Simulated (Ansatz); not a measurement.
`C[O][Hf]([OH])([SeH])[O]C`. Charge 0, multiplicity 1. Hf: def2 effective core potential. All single points use the PBE0-D4/def2-TZVP geometry. It is one conformer, not always the lowest.

```xyz
15

C    -0.739   -2.482    1.401
O    -0.787   -1.352    0.595
Hf   -0.709    0.307   -0.341
O    -1.883    1.635    0.398
Se   -1.451   -0.304   -2.779
O     1.075    0.988   -0.368
C     2.375    1.472   -0.373
H    -1.371   -2.352    2.286
H     0.285   -2.681    1.731
H    -1.099   -3.355    0.847
H    -2.484    2.187    0.886
H    -1.420    1.117   -3.157
H     2.783    1.458   -1.388
H     2.405    2.503   -0.003
H     3.019    0.858    0.265
```

(1) What is the dipole moment at PBE/def2-TZVPP? (Estimate.)

(2) And with r2SCAN, B3LYP, ωB97M-V? (Best estimate.)

(3) Give the Mulliken charges with PBE, ωB97M-V, B3LYP in def2-TZVPP. (Best estimate.)

Results:

(1) Ansatz gave: 3.50 D, with components (1.03, 0.78, 3.26) D in this frame, pointing from negative to positive charge.

(2) Computed: r2SCAN 3.60 D, B3LYP 3.55 D, ωB97M-V 3.66 D.

(3) Ansatz gave: 
| atom | PBE | ωB97M-V | B3LYP |
| --- | --- | --- | --- |
| C1 | -0.13 | -0.17 | -0.11 |
| O2 | -0.30 | -0.37 | -0.39 |
| Hf3 | 0.78 | 0.91 | 0.98 |
| O4 | -0.39 | -0.41 | -0.44 |
| Se5 | -0.32 | -0.32 | -0.32 |
| O6 | -0.31 | -0.37 | -0.40 |
| C7 | -0.13 | -0.17 | -0.10 |
| H8 | 0.10 | 0.11 | 0.10 |
| H9 | 0.09 | 0.11 | 0.10 |
| H10 | 0.10 | 0.12 | 0.10 |
| H11 | 0.17 | 0.16 | 0.17 |
| H12 | 0.05 | 0.06 | 0.04 |
| H13 | 0.10 | 0.12 | 0.10 |
| H14 | 0.09 | 0.11 | 0.09 |
| H15 | 0.09 | 0.11 | 0.09 |

B3LYP here is the variant with VWN-RPA as its local correlation; programs differ in this.
